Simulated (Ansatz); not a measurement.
`COC(F)(F)CF` → `COC(F)F` + `[CH]F` at 700 K and 1 bar (formal loss of a carbene).

Computed with Ansatz on PBE0-D4/def2-TZVP structures; ΔE is electronic, products minus reactants. CCSD(T)/CBS adds triple-zeta CCSD(T) − MP2 to the extrapolated MP2 energy (def2 sets, frozen cores). This one scheme is used for every species. Each species was taken in one conformer, which may not be the lowest.

```
      species  CCSD(T)/CBS energy (Eh)  H − E (kJ/mol)  S (J/(mol·K))
`COC(F)(F)CF`               -491.70313           309.7          483.8
    `COC(F)F`               -353.25678           232.8          398.1
      `[CH]F`               -138.29972            58.3          255.7
```

H − E and S are ideal-gas, rigid-rotor, harmonic terms from PBE0-D4/def2-TZVP, for one conformer and one mirror image of each species. 1 Eh = 2625.50 kJ/mol, R = 8.31446 J/(mol·K).

By hand: ΔE, ΔH, ΔS and ΔG.

ΔE = (-353.25678) + (-138.29972) − (-491.70313) = 0.14663 Eh = 385.0 kJ/mol. Δ(H − E) = 232.8 + 58.3 − 309.7 = -18.6, so ΔH = 366.4 kJ/mol. ΔS = 398.1 + 255.7 − 483.8 = 170.0 J/(mol·K). ΔG = 366.4 − 700 × (170.0)/1000 = 247.4 kJ/mol.

By hand: the equilibrium constant, and the temperature at which ΔG would vanish if ΔH and ΔS stayed fixed.

log₁₀ K = −ΔG/(RT ln 10) = -18.5. ΔG = 0 at ΔH/ΔS = 2155 K.

The number of gas molecules changes by +1, which sets the sign of ΔS. A doubt of 5 kJ/mol in ΔE shifts log₁₀ K by 0.4 here. Other conformers and mirror images would add mixing entropy, several J/(mol·K) or more a flexible species. These are equilibria of isolated gas molecules and say nothing of rates. Largest T1 diagnostic: 0.018 (customary marks: 0.02 for closed shells, 0.045 for open ones).
